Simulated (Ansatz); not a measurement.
Two isomers of C2H6FNSi: A = `C[Si]1(F)CN1`, B = `C[SiH2]/N=C/F`.

Gas-phase electronic energies from Ansatz, PBE0-D4/def2-TZVP geometries. CCSD(T)/CBS is the MP2 limit (def2-TZVPP, def2-QZVPP) plus CCSD(T) − MP2 in def2-TZVPP, frozen cores. DFT in def2-TZVPP. B3LYP here is the variant with VWN-RPA as its local correlation; programs differ in this. One conformer a species, not always the lowest.

(1) Which isomer does CCSD(T)/CBS put lower? Give the gap. (Best estimate.)

(2) Give E(B) − E(A) in kcal/mol with B3LYP, ωB97M-V, CCSD/def2-TZVPP, PBE0-D4, MP2/def2-TZVPP, r2SCAN-D4, PBE-D4. (Best estimate.)

Largest T1 diagnostic: 0.013.

Results:

(1) Computed: A, by 26.8 kcal/mol.

(2) Computed: B3LYP 21.6, ωB97M-V 25.6, CCSD/def2-TZVPP 24.8, PBE0-D4 26.0, MP2/def2-TZVPP 27.5, r2SCAN-D4 25.3, PBE-D4 23.7. None reverses the order clearly.

From PBE to PBE0 (25 % exact exchange), in def2-TZVPP and without D4, E(B) − E(A) moves by +2.4 kcal/mol. In def2-TZVPP, CCSD(T) changes the Hartree–Fock value by +6.0 kcal/mol (the triples alone add −0.4 kcal/mol) and MP2 by +9.1 kcal/mol.
